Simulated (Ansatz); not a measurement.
A CCSD(T) single point on C3H6AlCl, SMILES `C=C[CH2][AlH][Cl]`.

```yaml
crystal:
  periodic: [false, false, false]
  atoms:
    - {symbol: C, position_ang: [-1.025803, 0.317945, 0.948712]}
    - {symbol: C, position_ang: [0.092709, -0.442303, 0.867524]}
    - {symbol: C, position_ang: [1.302526, -0.086598, 0.120816]}
    - {symbol: Al, position_ang: [-0.034647, -0.126419, -1.346657]}
    - {symbol: Cl, position_ang: [-0.463562, 1.748328, -2.224669]}
    - {symbol: H, position_ang: [-1.935645, -0.079184, 1.378810]}
    - {symbol: H, position_ang: [-1.022712, 1.371415, 0.682330]}
    - {symbol: H, position_ang: [0.003394, -1.482767, 1.177166]}
    - {symbol: H, position_ang: [2.121194, -0.791788, 0.202368]}
    - {symbol: H, position_ang: [1.622737, 0.950124, 0.225328]}
    - {symbol: H, position_ang: [-0.594691, -1.435654, -2.011128]}
basis:
  gaussian: {orbitals: def2-TZVPP}
correlation: {method: ccsd_t}
output: {orbitals: {seedname: orbitals}}
```

```sh
$ ansatz run in.yaml --threads 4 --pin off --events-out ev --progress --plain --max-ram 10444MiB
```

The program prints (abridged):

```
Functional definition: HF
1524 factors; integrals over basis functions are off by at most 1.0e-3 eV
mean field evaluation 1: about -22272.3510 eV, gradient 3.4e1 eV
mean field evaluation 2: about -22272.5842 eV, gradient 3.4e1 eV
mean field evaluation 4: about -22275.9026 eV, gradient 3.4e0 eV
mean field evaluation 8: about -22275.9552 eV, gradient 2.7e-1 eV
mean field -22275.95556748 eV, -818.6262679198 hartree, gradient 2.3e-6 eV, S^2 0.000000; 0 other end points of the search recorded, 0 dependent functions left out
13 core orbitals not correlated: weight in the atoms' cores, before any rotation towards them, 1.000 or more for the frozen orbitals, at most 0.000 for the correlated occupied ones
reference -22275.95556748 eV, -818.6262679198 hartree; 14, 14 occupied and 234, 234 virtual orbitals, 1524 factors
second order -20.92701220 eV of doubles, -0.00000000 eV of singles
cycle   1  -21.69109681 eV  change   -7.6e-1 eV  update   9.4e-2
cycle   2  -22.21158021 eV  change   -5.2e-1 eV  update   2.8e-2
cycle   3  -22.30626601 eV  change   -9.5e-2 eV  update   1.3e-2
cycle   4  -22.29912715 eV  change    7.1e-3 eV  update   3.6e-3
cycle   5  -22.29864719 eV  change    4.8e-4 eV  update   1.7e-3
cycle   6  -22.29887636 eV  change   -2.3e-4 eV  update   4.9e-4
cycle   7  -22.29871669 eV  change    1.6e-4 eV  update   1.9e-4
cycle   8  -22.29871518 eV  change    1.5e-6 eV  update   6.7e-5
cycle   9  -22.29872746 eV  change   -1.2e-5 eV  update   2.5e-5
perturbative correction -0.98787715 eV, -0.0363038155 hartree
Total energy: -22299.24217208 eV, -819.4820348547 hartree
```

Hardware: 4 threads of an AMD EPYC 7B13 on a shared host. Wall time 97 s, peak host memory 6 GiB.

The correlation energy is -23.287 eV, 4.2 % of it from (T); the T1 diagnostic reads 0.0107.
